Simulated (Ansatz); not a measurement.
Reaction (ligand exchange at a W–Cl bond): `C[N]=[W](=[O])([OH])[Cl]` + H–F → `C[N]=[W](=[O])([OH])[F]` + HCl

Calculated with Ansatz (gas phase, PBE0-D4/def2-TZVP geometries, no zero-point term in ΔE). CCSD(T)/CBS adds triple-zeta CCSD(T) − MP2 to the extrapolated MP2 energy (def2 sets, frozen cores). This one scheme is used for every species. DFT in def2-TZVPP. B3LYP here is the variant with VWN-RPA as its local correlation; programs differ in this. Elements past krypton have def2 core potentials. For W outer-core shells are correlated without core-valence functions, which leaves a few kJ/mol of doubt a bond. Each species was taken in one conformer, which may not be the lowest.

`C[N]=[W](=[O])([OH])[Cl]`:

Z-matrix (Å, degrees):
```
C
W 1 3.082
N 1 1.418 2 14.0
H 1 1.095 2 97.6 3 -175.4
H 1 1.095 2 115.3 3 69.7
H 1 1.095 2 117.9 3 -59.4
O 2 1.887 1 114.4 3 61.2
O 2 1.704 1 96.5 3 176.0
Cl 2 2.286 1 111.9 3 -69.4
H 7 0.959 2 124.7 1 -17.7
```

H–F:

```xyz
2

F     0.429    0.164   -0.029
H    -0.429   -0.164    0.029
```

`C[N]=[W](=[O])([OH])[F]`:

```xyz
10

C     1.684    0.464   -0.361
N     0.407   -0.144   -0.242
W    -1.330   -0.158   -0.116
O    -1.869    1.460   -0.079
O    -1.800   -1.002    1.505
F    -2.017   -1.040   -1.619
H     2.334    0.139    0.458
H     1.612    1.557   -0.336
H     2.158    0.165   -1.301
H    -1.180   -1.441    2.090
```

HCl:

Z-matrix (Å, degrees):
```
Cl
H 1 1.279
```

Task: Is it downhill or uphill in electronic energy at CCSD(T)/CBS, and by how much? (Best estimate.)

Result: The calculation gave: Uphill: ΔE = +3.6 kcal/mol.

Task: What do these levels give: PBE-D4, B3LYP-D4, r2SCANh-D4, B2PLYP, HF/CBS(def2), MP2/CBS(def2)? (Best estimate.)

Result: Computed: PBE-D4 1.1, B3LYP-D4 0.7, r2SCANh-D4 0.9, B2PLYP 1.6, HF/CBS(def2) -0.8, MP2/CBS(def2) 7.7 kcal/mol.

Largest T1 diagnostic among the species: 0.020, so the coupled-cluster value is less sure than usual.

In def2-TZVPP, CCSD(T) changes the Hartree–Fock value by +3.4 kcal/mol (the triples alone add +0.9 kcal/mol) and MP2 by +7.5 kcal/mol. From BLYP to BHLYP (50 % exact exchange), in def2-TZVPP and without D4, ΔE moves by +1.9 kcal/mol. At CCSD(T), def2-SVP lies −4.1 kcal/mol from the extrapolated value and def2-TZVPP −0.9 kcal/mol.
